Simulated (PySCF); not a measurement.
## Working out the ionisation energy of K

K [Ar] 4s1 (2S) → K+ [Ar] (1S). Calculation: PySCF 2.14, in x2c-TZVPPall with one added diffuse shell each of s, p, d type (7s5p4d, 42 functions); the spin-free X2C one-electron Hamiltonian (Gaussian nucleus). Frozen: [Ne]. Energies in hartree (1 hartree = 27.21139 eV):

```json
{"part": "UHF", "K (lower)": "-601.449423", "K+ (upper)": "-601.301565"}
{"part": "CCSD correlation", "K (lower)": "-0.171057", "K+ (upper)": "-0.162535"}
{"part": "(T)", "K (lower)": "-0.002092", "K+ (upper)": "-0.001690"}
```

**Question.** What does Hartree-Fock give?

**Answer.** (-601.301565) − (-601.449423) = 0.147858 hartree = 4.023 eV.

**Question.** What do CCSD and CCSD(T) give?

**Answer.** The CCSD correlation energies differ by 0.008522 hartree = 0.232 eV and the triples by 0.000402 hartree = 0.011 eV, so CCSD gives 4.255 eV and CCSD(T) 4.266 eV.

Measured between the centres of the two terms (NIST): 4.341 eV, so CCSD(T) (valence and next inner shell) is off by -0.075 eV.

What remains against the reference includes basis incompleteness, the frozen core and higher excitations.
